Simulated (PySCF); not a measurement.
## Potential energy of PtF along the bond

Set-up: basis Pt def2-TZVPP with ECP60, F def2-TZVPP; scalar-relativistic core potentials; PySCF 2.14. Energies in eV from Pt (5d9 6s1) + F in their ground configurations at the same level. State: ²Σ⁺ (doublet), unpaired electrons σ ↑.

```tsv
R (Å)	BP86
1.628	-2.420
1.704	-3.222
1.779	-3.651
1.836	-3.802
1.893	-3.850
1.950	-3.823
2.026	-3.707
2.120	-3.482
2.234	-3.154
2.385	-2.692
```

Q: Put a parabola through the three lowest points of the BP86 curve and estimate Re, k and ωe (reduced mass 17.31 u; 1 eV/Å² = 0.16022 mdyn/Å; ωe = 1302.8·√(k/μ) cm⁻¹).

A: Through R = 1.836, 1.893, 1.95 Å the second-order coefficient is 11.5 eV/Å², so Re ≈ 1.901 Å, k ≈ 3.70 mdyn/Å and ωe ≈ 602 cm⁻¹. A polynomial fit of higher order to the unrounded BP86 energies gives Re = 1.898 Å, k = 3.60 mdyn/Å, ωe = 594 cm⁻¹; anharmonicity and rounding make the difference.

The higher-order fit for each curve: BP86: Re = 1.898 Å, ωe = 594 cm⁻¹, De = 3.85 eV.

The metal atom is held in its measured ground configuration; semilocal functionals can put another filling of s and d lower by some tenths of an eV, and De to that atom would be smaller. Spin–orbit coupling is left out, which matters for elements this heavy, above all for dissociation energies. With d or f electrons several states lie close, and the lowest PBE0 determinant need not be the measured ground state.
